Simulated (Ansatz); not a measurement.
Geometry optimisation, RKS PBE-D4/def2-SVP in Ansatz 0.2.0.

input.yaml

```yaml
crystal:
  periodic: [false, false, false]
  atoms:
    - { symbol: "N", position_ang: [-1.0254, 0.5348, -0.2322] }
    - { symbol: Mg, position_ang: [0.5245, -0.5671, 0.4326] }
    - { symbol: Br, position_ang: [2.4498, -1.9579, 1.2457] }
    - { symbol: H, position_ang: [-0.6893, 1.5873, -0.2197] }
    - { symbol: H, position_ang: [-1.2097, 0.3292, -1.2679] }
basis:
  gaussian: { orbitals: def2-SVP }
hamiltonian:
  xc: pbe
  dispersion: d4
relax:
  f_tol: 0.015
  max_steps: 40
output:
  orbitals: {}
```

Launched with:

```bash
$ ansatz run input.yaml --threads 1 --pin off --max-ram 2048MiB --backend cpu --events-out ev --progress --plain --runs-dir out
```

**Question.** Where does it end, and by what steps?

**Answer.** The forces met the threshold. After 5 steps the energy has fallen by 0.342 eV; N1 moved furthest, 0.38 Å.

```csv
step,energy less start (eV),largest force component (eV/Å),accepted
0,0.0000,2.097,yes
1,-0.2358,0.956,yes
2,-0.2914,0.278,yes
3,-0.3383,0.166,yes
4,-0.3414,0.082,yes
5,-0.3416,0.009,yes
```

```xyz
5
Properties=species:S:1:pos:R:3
N -0.684 0.568 -0.399
Mg 0.645 -0.550 0.351
Br 2.306 -1.949 1.290
H -0.874 1.542 -0.143
H -1.343 0.314 -1.140
```

The run took 12 s on 1 CPU thread of a shared host.
